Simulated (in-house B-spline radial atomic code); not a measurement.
Configurations of Ne IV (Ne3+), with energies counted from [He] 2s2 (2p1/2)2 (2p3/2)1. Level of theory: Dirac-Hartree-Fock, average of each configuration as written, Fermi nucleus of rms radius 3.0055 fm; calculated with an all-electron radial atomic-structure program (B-spline basis). Energies include first-order Breit, QED and recoil terms.

Occupations are held fixed; configurations that lie above the ionisation limit could autoionise.

```json
{"configuration": "[He] 2s2 (2p1/2)1 (2p3/2)2", "E - E(ref) (eV)": "-0.9028", "highest orbital": "2p3/2", "its <r> (bohr)": "0.7505"}
{"configuration": "[He] 2s1 (2p3/2)4", "E - E(ref) (eV)": "26.497", "highest orbital": "2p3/2", "its <r> (bohr)": "0.7598"}
{"configuration": "[He] 2s2 (2p3/2)2 (5p1/2)1", "E - E(ref) (eV)": "83.14", "highest orbital": "5p1/2", "its <r> (bohr)": "7.955"}
{"configuration": "[He] 2s2 (2p3/2)2 (5f5/2)1", "E - E(ref) (eV)": "84.397", "highest orbital": "5f5/2", "its <r> (bohr)": "7.859"}
{"configuration": "[He] 2s2 (2p1/2)2 (6g9/2)1", "E - E(ref) (eV)": "87.885", "highest orbital": "6g9/2", "its <r> (bohr)": "11"}
{"configuration": "[He] 2s1 (2p1/2)2 (2p3/2)1 (6g9/2)1", "E - E(ref) (eV)": "109.83", "highest orbital": "6g9/2", "its <r> (bohr)": "11"}
```

Problem. Order these further configurations by energy, lowest first.
A. [He] 2s2 (2p1/2)1 (2p3/2)1 (4d5/2)1
B. [He] 2s1 (2p1/2)1 (2p3/2)2 (4d5/2)1
C. [He] 2s1 (2p1/2)2 (2p3/2)1 (6p1/2)1
D. [He] 2s2 (2p3/2)2 (5d5/2)1
E. [He] 2s2 (2p1/2)2 (6f5/2)1

Solution. A (78.33 eV), D (84.119 eV), E (87.876 eV), B (100.82 eV), C (109.06 eV).

Problem. How far above the reference does [He] 2s2 (2p1/2)1 (2p3/2)1 (6d3/2)1 lie?

Solution. 86.2 eV; its least bound orbital is 6d3/2 with <r> = 12.37 bohr.

Problem. Is the reference the lowest configuration at this level of theory?

Solution. No: [He] 2s2 (2p1/2)1 (2p3/2)2 lies 0.9028 eV lower. Averages of configurations without correlation can order differently from the measured ground levels.
